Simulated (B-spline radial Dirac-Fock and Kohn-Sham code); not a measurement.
## Pb: eigenvalues, ΔSCF and the reference

System: the Pb atom, [Xe] 4f14 5d10 6s1 6p3 (not the ground configuration).

The density-functional columns are spherical, spin-unpolarised Dirac-Kohn-Sham results without Breit or QED terms: −ε is minus the orbital energy of the initial state and ΔSCF the difference of two total energies. The reference in the last column comes from multi-electron Dirac-Fock with separately optimised hole states, Breit and Lamb-shift corrections added in first order. All numbers are from an atomic code on a B-spline grid, in eV; a selection of levels is shown. The Kohn-Sham columns are given as differences from the reference. For the 1s level of heavy atoms much of the gap between ΔSCF and the reference is the Breit and QED part, -493.9 eV here; for other levels the error of the functional can be larger.

```
level  LDA −ε − DF  LDA ΔSCF − DF  Dirac-Fock
    K       -158.0         +483.3     88008.3
   L1       -172.5          -53.6     15876.2
   L2       -115.4          +39.2     15208.1
   L3       -138.0          -10.6     13043.7
   M1        -96.6          -62.0      3866.8
   M2        -76.3          -38.9      3568.4
   M3        -76.2          -43.1      3080.4
   M4        -53.2          -13.1      2595.7
   M5        -55.0          -16.5      2493.6
   N1        -54.3          -39.1       908.3
   N2        -45.5          -30.3       778.9
   N3        -45.0          -30.8       658.7
   N4        -31.9          -17.8       447.8
   N5        -31.8          -18.0       425.4
   N6        -12.8           +0.7       150.2
   N7        -13.0           +0.3       145.3
   O3        -13.6           -6.6       95.22
   O4         -5.0           +1.0       29.48
   O5         -5.1           +0.8       26.88
   P1         -3.4           +0.6       16.79
 P2,3         -1.8           +1.4        6.36
```

Values without a named source are computed, but for edge energies of neutral atoms, which are taken from tables.
